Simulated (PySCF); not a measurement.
A structure optimised at ωB97X-D3(BJ)/def2-TZVP, used in a PySCF frequency run:

```
Ga
H 1 1.5406
Cl 1 2.1241 2 122.55
Cl 1 2.1241 2 122.55 3 180.00
```

Q: Write its SMILES, formula and point group.

A: [Cl][GaH][Cl], Cl2GaH, C2v

Q: What are its rotational constants (standard atomic weights)?

A: 10.030, 2.2234, 1.8200 GHz
